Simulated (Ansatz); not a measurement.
Total energies of the cluster B3F3 (the lowest singlet isomer of a short search) from Ansatz at PBE0-D4/def2-TZVP, gas phase (1 Eh = 27.2114 eV = 2625.5 kJ/mol). The reference geometry is relaxed at PBE0-D4/def2-SVP.

```xyz
6

B    -0.2248    0.9950   -0.3757
B     0.5539   -0.7266    0.5890
B    -0.6303   -0.5141   -0.4086
F     0.3070    2.1457   -0.1705
F    -1.5654   -1.2769   -1.0153
F     1.5595   -0.6233    1.3810
```

| state | geometry | energy (Eh) |
| --- | --- | --- |
| charge 0 singlet | reference | -373.88821 |
| charge 1 doublet | reference | -373.57664 |
| charge 0 triplet | relaxed at PBE0-D4/def2-SVP | -373.88000 |
| charge 0 quintet | relaxed at PBE0-D4/def2-SVP | -373.75901 |
| free B atom (doublet) | – | -24.61828 |
| free F atom (doublet) | – | -99.67617 |

(1) Work out the vertical ionisation energy to the doublet.

(2) Which of the charge 0 states is lowest, and how far above it are the others?

(3) What is the binding energy per atom against free atoms?

(1) E(charge 1 doublet) − E(charge 0 singlet) = -373.57664 − (-373.88821) = 0.31157 Eh = 8.48 eV. For comparison, −ε of the highest occupied level is 6.22 eV at this level, 2.26 eV less.

(2) The singlet. triplet: -373.88000 − (-373.88821) = 0.00821 Eh = 21.6 kJ/mol; quintet: -373.75901 − (-373.88821) = 0.12920 Eh = 339.2 kJ/mol.

(3) Atoms: 3 × (-24.61828) + 3 × (-99.67617) = -372.88335 Eh. Binding: -372.88335 − (-373.88821) = 1.00486 Eh = 27.34 eV, or 4.56 eV for each of 6 atoms (no zero-point energy, no counterpoise term).

The structure comes from a short search, and lower isomers may exist.
